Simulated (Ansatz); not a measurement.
Cost and result up the ladder for Zn₆Se₆ (relaxed from a model of (ZnSe)6 ring, whose bonding it doesn't keep) (12 atoms). The state is a singlet with charge 0. Geometry: r2SCAN-D4/def2-SVP.

```xyz
12

Se    0.9244   -2.2815   -1.6845
Se    0.0575   -1.3943    2.6365
Se   -2.6138   -1.4096   -0.2344
Se   -0.0585    1.3944   -2.6364
Se   -0.9233    2.2812    1.6852
Se    2.6136    1.4098    0.2344
Zn    1.6626   -0.0113   -1.4476
Zn   -0.2822   -2.1461    0.3842
Zn   -1.6630    0.0121    1.4466
Zn   -1.0028   -0.6649   -1.8472
Zn    0.2823    2.1461   -0.3840
Zn    1.0031    0.6641    1.8474
```

Ansatz; hardware A = 2 threads of AMD EPYC 7R13 on a shared host and a share (18 GiB) of an NVIDIA H100 80GB HBM3; B = 2 threads of AMD EPYC 7R13 on a shared host. Times are rough, and most runs start from the orbitals of an earlier one. PBE0-D4/def2-TZVP serves as the yardstick here, not as an exact answer. Differences are given only for rows in sets of like size (and for xTB, whose basis is part of the method), since another set adds its own error. Binding counts from free atoms at the same level (Se triplet, Zn singlet; other spins of the atoms weren't run), without zero-point energy or a counterpoise term.

Correlated methods freeze 108 core orbitals; core or outer-core shells of Se are correlated, in sets that lack core-valence functions. The rows differ in basis, and correlated rows in double-zeta sets carry the largest basis error. Single mean-field runs in def2-TZVP are fitted with def2-universal-jkfit.

Correlated methods converge slowly with the basis, most of all in double-zeta sets.

| level | functions | binding energy per atom (eV) | difference from PBE0-D4/def2-TZVP (eV) |
| --- | --- | --- | --- |
| PBE-D4/def2-TZVP (with forces) [A] | 576 | 2.40 | -0.03 |
| HF/STO-3G [B] | 216 | 2.25 | – |
| PBE0-D4/def2-SVP [A] | 378 | 2.60 | – |
| PBE-QIDH/def2-TZVP [A] | 576 | 2.48 | 0.05 |
| PBE-D4/def2-SVP [A] | 378 | 2.63 | – |
| RPA@PBE/def2-SVP [A] | 378 | 1.90 | – |
| PBE0-D4/def2-TZVP [A] | 576 | 2.43 | 0.00 |
| r2SCAN-D4/def2-TZVP [A] | 576 | 2.49 | 0.06 |
| MP2/def2-SVP [A] | 378 | 2.38 | – |

Question: Estimate how long each takes.

Answer: PBE-D4/def2-SVP [A] 4.4 s; MP2/def2-SVP [A] 5 s; PBE0-D4/def2-TZVP [A] 6 s; PBE-D4/def2-TZVP (with forces) [A] 6 s; PBE0-D4/def2-SVP [A] 7.5 s; r2SCAN-D4/def2-TZVP [A] 7.5 s; PBE-QIDH/def2-TZVP [A] 10 s; RPA@PBE/def2-SVP [A] 10 s; HF/STO-3G [B] 4.3 min. On shared hardware such times vary by a factor of up to 3.
